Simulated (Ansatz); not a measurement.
Reaction (redistribution): `C[Si](N)(O)F` + `[OH][AlH][SiH2]P` → `C[Si](O)(F)[AlH][OH]` + `N[SiH2]P`

Isolated molecules relaxed with PBE0-D4/def2-TZVP in Ansatz; ΔE leaves out vibrations. CBS: MP2 limit from def2 TZ/QZ plus the TZ coupled-cluster correction, frozen cores. One conformer a species, not always the lowest.

`C[Si](N)(O)F`:

```xyz
11

C     0.757   -1.149    0.556
Si   -0.211    0.118   -0.377
N     0.013    1.654    0.295
O    -1.830   -0.129   -0.401
F     0.263    0.001   -1.911
H     1.820   -0.893    0.580
H     0.667   -2.130    0.084
H     0.401   -1.228    1.585
H     0.902    1.963    0.649
H    -0.604    2.418    0.081
H    -2.177   -0.625   -1.143
```

`[OH][AlH][SiH2]P`:

```xyz
10

O    -0.706    2.293   -0.817
Al   -1.211    0.747   -0.327
Si    0.294   -0.424    1.188
P     1.756   -1.708    0.009
H    -1.175    2.820   -1.463
H    -2.527    0.120   -0.963
H     1.128    0.473    2.037
H    -0.415   -1.370    2.099
H     2.093   -0.685   -0.919
H     0.764   -2.266   -0.844
```

`C[Si](O)(F)[AlH][OH]`:

Cartesian coordinates in Å:
```
C 1.397 1.229 0.488
Si 0.372 -0.066 -0.374
O 1.235 -1.457 -0.570
F 0.055 0.548 -1.836
Al -1.767 -0.778 0.639
O -3.153 -0.809 -0.342
H 0.847 2.169 0.578
H 2.314 1.434 -0.073
H 1.677 0.900 1.492
H 2.140 -1.396 -0.882
H -1.986 -1.209 2.146
H -3.130 -0.563 -1.266
```

`N[SiH2]P`:

Z-matrix (Å, degrees):
```
Si
P 1 2.257
N 1 1.718 2 108.0
H 1 1.494 2 110.1 3 -126.2
H 1 1.487 2 109.1 3 115.8
H 2 1.424 1 92.6 3 68.3
H 2 1.423 1 93.3 3 161.0
H 3 1.007 1 119.9 2 149.4
H 3 1.007 1 121.1 2 -63.7
```

```tsv
species	CCSD(T)/CBS(def2) energy (Eh)
`C[Si](N)(O)F`	-560.59755
`[OH][AlH][SiH2]P`	-950.86277
`C[Si](O)(F)[AlH][OH]`	-823.08653
`N[SiH2]P`	-688.35145
```

(1) Work out ΔE.

Largest T1 diagnostic among the species: 0.014.

Results:

(1) ΔE = (-823.08653) + (-688.35145) − (-560.59755) − (-950.86277) = 0.02234 Eh = +0.61 eV.

From PBE to PBE0 (25 % exact exchange), in def2-TZVPP and without D4, ΔE moves by +0.04 eV.
